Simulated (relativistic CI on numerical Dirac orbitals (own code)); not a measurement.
# How well does a small relativistic CI reproduce Tl?

Calculated at this level of theory: Dirac-Coulomb-Breit CI, separate exchange-only KLI orbitals for each configuration, model QED (radiative potential, 1s self-energy scaled to tabulated hydrogen-like ionisation energies), valence Slater integrals scaled by 0.85, P86 correlation energy added to each configuration (own radial code, finite nucleus).

CI space (outside the closed core [Xe] 4f14 5d10): 6s2.6p, 6s2.7s, 6s2.7p, 6s2.6d, 6s2.8s, 6s2.8p, 6s2.7d, 6s.6p2, 6s2.5f, 6s2.8d, 6s2.6f, 6s2.5g, 6s2.7f, 6s2.8f. Levels of other configurations are missing.

```
Configuration  Term (tabulated)    J  Measured (cm⁻¹)  Computed  Error  Purity (%)
       6s2.6p               2P°  1/2              0.0         0      0         100
       6s2.6p               2P°  3/2           7792.7      7800      7         100
       6s2.7s                2S  1/2          26477.5     26854    377         100
       6s2.7p               2P°  1/2          34159.9     34369    210         100
       6s2.7p               2P°  3/2          35161.1     35339    178         100
       6s2.6d                2D  3/2          36117.9     36255    137          98
       6s2.6d                2D  5/2          36199.9     36233     33          98
       6s2.8s                2S  1/2          38745.9     39448    703          98
       6s2.8p               2P°  1/2          41368.1     42054    686         100
       6s2.8p               2P°  3/2          41740.8     42429    688         100
       6s2.7d                2D  3/2          42011.4     42821    810          88
       6s2.7d                2D  5/2          42049.0     42712    663          97
```

Measured levels from NIST Handbook of Basic Atomic Spectroscopic Data (Sansonetti and Martin, J. Phys. Chem. Ref. Data 34, 1559 (2005)); pairs were made by configuration, J and term (by order where the table uses no LS term), so strongly mixed levels may be paired wrongly.

Mean error by configuration (cm⁻¹): 6s2.6p 7; 6s2.7s 377; 6s2.7p 194; 6s2.6d 85; 6s2.8s 703; 6s2.8p 687; 6s2.7d 736. Over the excited levels the mean absolute error is 408 cm⁻¹ (11 of the 11 excited levels that our extract of the source holds in range could be paired), and the median relative error of those above 1,000 cm⁻¹ is 1.4 %.

Transition probabilities of persistent lines. The last column rescales the computed rate by the cube of measured over computed energy:

```
λ measured (Å)           Lower          Upper  A tabulated (s⁻¹)  A computed  A rescaled
   2379.69 air  6s2.6p 2P°_1/2  6s2.7d 2D_3/2           4.40e+07    4.84e+07    4.57e+07
   2580.14 air  6s2.6p 2P°_1/2  6s2.8s 2S_1/2           1.80e+07    3.22e+07    3.05e+07
   2767.87 air  6s2.6p 2P°_1/2  6s2.6d 2D_3/2           1.26e+08    1.26e+08    1.25e+08
   2918.32 air  6s2.6p 2P°_3/2  6s2.7d 2D_5/2           4.20e+07    3.71e+07    3.50e+07
   3229.75 air  6s2.6p 2P°_3/2  6s2.8s 2S_1/2           1.73e+07    3.48e+07    3.26e+07
   3519.24 air  6s2.6p 2P°_3/2  6s2.6d 2D_5/2           1.24e+08    1.32e+08    1.32e+08
   3529.43 air  6s2.6p 2P°_3/2  6s2.6d 2D_3/2           2.20e+07    2.36e+07    2.33e+07
   3775.72 air  6s2.6p 2P°_1/2  6s2.7s 2S_1/2           6.25e+07    7.19e+07    6.89e+07
   5350.46 air  6s2.6p 2P°_3/2  6s2.7s 2S_1/2           7.95e+07    9.19e+07    8.66e+07
```
